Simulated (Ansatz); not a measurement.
Born–Oppenheimer molecular dynamics of Cl3H5OSiSn (11 atoms, charge 0, multiplicity 1). It starts at the highest image of a converged band. Of that band: Neighbouring images differ by up to 1.4 eV, so the band resolves the path poorly. A vibrational analysis at the climbing image gives one clearly imaginary mode, 1394i cm⁻¹: a first-order saddle point.

Method: Ansatz, RKS PBE0/def2-SVP.

```yaml
ensemble: NVE (velocity Verlet)
time_step: 0.5 fs
steps_asked: 182
starting_velocities_drawn_for: 300 K
seed: 11060
```

First frame:

```xyz
11
Properties=species:S:1:pos:R:3
Sn 0.146 -0.098 -0.030
O -0.134 -0.013 2.039
H -0.938 0.275 2.506
Cl 2.228 0.673 -0.759
Cl -1.280 1.710 -0.464
Cl -0.870 -1.770 -1.329
Si 1.489 -2.457 1.228
H 0.630 -3.664 1.425
H 2.135 -2.539 -0.115
H 2.571 -2.409 2.261
H 0.454 -1.130 1.889
```

Problem. What does the run give?

Solution. The run went to its last step.

```json
{
 "steps done": "182",
 "time covered": "91 fs",
 "mean temperature over the second half": "992 K",
 "spread of the potential energy over the second half": "15.5 meV per atom",
 "mean potential energy of the second half above the start": "-73.2 meV per atom"
}
```

The conserved energy stayed within 0.087 meV per atom of its start (net change 0.056 meV per atom), so the integration is sound. The kinetic energy rose, since the run started high on the potential surface and went downhill. It ends in pieces (Cl3HOSn + H4Si), so much of that is their flight and rotation, not heat. A run of 0.091 ps of so small a system gives no equilibrium averages. The orbitals stay closed-shell, which can raise the energy where a bond breaks towards radicals; this wasn't checked here.

Problem. What happens to the structure?

Solution. Between its relaxed ends the band would form Sn1–Si7, O2–H11 and break Sn1–O2, Si7–H11. These pairs go: Sn1–Si7 2.99 → 4.32 Å, O2–H11 1.27 → 3.82 Å, Sn1–O2 2.09 → 1.93 Å, Si7–H11 1.81 → 1.40 Å. In the last frame they stand as before the step (other bonds may differ from the relaxed reactants and products). It ends as Cl3HOSn + H4Si. Pairs count as bonded within 1.25 times the sum of covalent radii (0.12 Å more for H–H). Another seed would give other details.

Problem. How do temperature and energy run in time?

Solution. 
| time (fs) | T (K) | potential energy less start (eV) | conserved less start (meV/atom) |
| --- | --- | --- | --- |
| 0 | 300 | 0.000 | 0.00 |
| 7.5 | 207 | 0.109 | 0.05 |
| 15 | 387 | -0.102 | 0.01 |
| 22.5 | 611 | -0.362 | 0.00 |
| 30 | 692 | -0.456 | 0.03 |
| 37.5 | 871 | -0.663 | 0.04 |
| 45 | 819 | -0.603 | 0.03 |
| 52.5 | 805 | -0.588 | 0.02 |
| 60 | 949 | -0.754 | 0.02 |
| 67.5 | 889 | -0.685 | 0.06 |
| 75 | 1112 | -0.944 | 0.00 |
| 82.5 | 1157 | -0.997 | 0.02 |
| 90 | 1155 | -0.995 | 0.05 |

Run time: 9.1 min on 4 threads of Arm Neoverse V2, on a shared host, peak memory 0.44 GiB.
